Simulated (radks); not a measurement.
The numbers below are computed, except where a source is named.
Species: Tc3+. Configuration: [Kr] 4d2 4f2 (not the ground configuration). Level of theory: Dirac Kohn-Sham, SOGGA, spin-unpolarised, spherical densities, finite nucleus; open shells fill j = l - 1/2 first; Fermi nuclear charge, rms radius 4.4112 fm (a radial shooting solver on a logarithmic mesh with Libxc functionals).

Normalised radial functions P(r) = r R(r) (large component), r in bohr:

r	3d3/2	4s1/2	4f5/2
0.001351	0.0000	0.0493	0.0000
0.002097	0.0000	0.0723	0.0000
0.00323	0.0001	0.1035	0.0000
0.004976	0.0003	0.1437	0.0000
0.007726	0.0010	0.1909	0.0000
0.0119	0.0032	0.2323	0.0000
0.01833	0.0101	0.2425	0.0000
0.02846	0.0317	0.1761	0.0000
0.04384	0.0918	-0.0058	0.0001
0.06808	0.2468	-0.2742	0.0005
0.1049	0.5662	-0.4051	0.0022
0.1615	1.0648	-0.1030	0.0079
0.2508	1.5306	0.5011	0.0247
0.3863	1.5160	0.4919	0.0643
0.595	0.9350	-0.4691	0.1415
0.9239	0.2985	-1.1476	0.2677
1.423	0.0396	-0.7114	0.4178
2.21	0.0013	-0.1460	0.5361
3.404	0.0000	-0.0081	0.5196
5.243	0.0000	-0.0001	0.2763
8.141	0.0000	0.0000	0.0518

3d3/2: eigenvalue -297.63 eV, 0 radial nodes, <r> = 0.396 bohr, 90 % of the charge inside 0.632 bohr. 4s1/2: eigenvalue -115.88 eV, 3 radial nodes at r = 0.0434, 0.175, 0.496 bohr, <r> = 1.04 bohr, 90 % of the charge inside 1.50 bohr. 4f5/2: eigenvalue -13.743 eV, 0 radial nodes, <r> = 3.14 bohr, 90 % of the charge inside 4.92 bohr.
